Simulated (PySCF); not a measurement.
**Y(III) with different ligands**

Computed with PySCF 2.14.0, PBE0, def2-SVP on the ligands, density fitting, scalar-relativistic core potentials, no spin-orbit coupling, vacuum. The metal has def2-SVP with ECP28. Each complex is relaxed within the symmetry of a template of the same shape. Distances are means of the shortest metal–ligand contacts, charges and spins Mulliken's; removal energies are rigid, with the ligand's formal charge and no counterpoise, so too large; for an anion taken off a cation in vacuum most of it is the attraction of opposite charges, and multiply charged cations can part far more cheaply with an electron moved from ligand to metal.

```json
{"complex": "YH3(H2O)", "point group": "C1", "M–first ligand (Å)": "2.015", "charge on M (e)": "0.83", "dipole (D)": "4.06", "HOMO–LUMO gap (eV)": "5.56", "removal of one first-named ligand (eV)": "10.12", "strongest infrared band, degenerate modes summed (cm⁻¹)": "1449", "unstable modes (below −25 cm⁻¹)": "0"}
{"complex": "YF3(H2O)", "point group": "Cs", "M–first ligand (Å)": "2.010", "charge on M (e)": "1.10", "dipole (D)": "5.97", "HOMO–LUMO gap (eV)": "8.46", "removal of one first-named ligand (eV)": "11.36", "strongest infrared band, degenerate modes summed (cm⁻¹)": "302", "unstable modes (below −25 cm⁻¹)": "0"}
{"complex": "Y(OH)3(H2O)", "point group": "C1", "M–first ligand (Å)": "2.058", "charge on M (e)": "0.90", "dipole (D)": "1.64", "HOMO–LUMO gap (eV)": "7.02", "removal of one first-named ligand (eV)": "11.41", "strongest infrared band, degenerate modes summed (cm⁻¹)": "–", "unstable modes (below −25 cm⁻¹)": "not given"}
{"complex": "YCl3(NH3)", "point group": "C3v", "M–first ligand (Å)": "2.467", "charge on M (e)": "0.73", "dipole (D)": "5.27", "HOMO–LUMO gap (eV)": "7.37", "removal of one first-named ligand (eV)": "9.04", "strongest infrared band, degenerate modes summed (cm⁻¹)": "375", "unstable modes (below −25 cm⁻¹)": "0"}
```

Q: A further member has point group C1, M–first ligand (Å) 2.579, charge on M (e) 0.67, dipole (D) 4.70, HOMO–LUMO gap (eV) 5.76, removal of one first-named ligand (eV) 8.93. Which complex is it?

A: Y(SH)3(H2O). The answer isn't unique; the calculation gave this one.

Moved off a saddle point of the template and relaxed again: YH3(H2O). One start shape was tried for each, so a minimum needn't be the lowest isomer.
